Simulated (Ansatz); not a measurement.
Start from `C[O][In]([OH])[SH]` and change one atom or group to get `C[O][In]([SH])[SH]`.

Ansatz, PBE0-D4/def2-TZVP geometries, multiplicity 1. Each molecule was computed in one conformer, which needn't be the lowest.

Elements past krypton have def2 core potentials.

```tsv
property	`C[O][In]([OH])[SH]`
HOMO–LUMO gap (PBE0/def2-TZVPP) / eV	5.80
HOMO energy (B3LYP/def2-TZVPP) / eV	-7.33
HOMO energy (ωB97M-V/def2-TZVPP) / eV	-9.89
LUMO energy (PBE0/def2-TZVPP) / eV	-1.77
LUMO energy (B3LYP/def2-TZVPP) / eV	-2.09
size of the dipole moment (ωB97M-V/def2-TZVPP) / D	0.83
```

(1) What does the change do to each property? (An estimate is asked.)

Answers

(1) Computed: 
```tsv
property	`C[O][In]([SH])[SH]`	shift
HOMO–LUMO gap (PBE0/def2-TZVPP) / eV	5.89	0.09
HOMO energy (B3LYP/def2-TZVPP) / eV	-7.35	-0.02
HOMO energy (ωB97M-V/def2-TZVPP) / eV	-9.82	0.07
LUMO energy (PBE0/def2-TZVPP) / eV	-1.72	0.05
LUMO energy (B3LYP/def2-TZVPP) / eV	-2.01	0.08
size of the dipole moment (ωB97M-V/def2-TZVPP) / D	1.19	0.36
```

Dipoles are sizes alone; their direction can turn.

B3LYP here is the variant with VWN-RPA as its local correlation; programs differ in this.
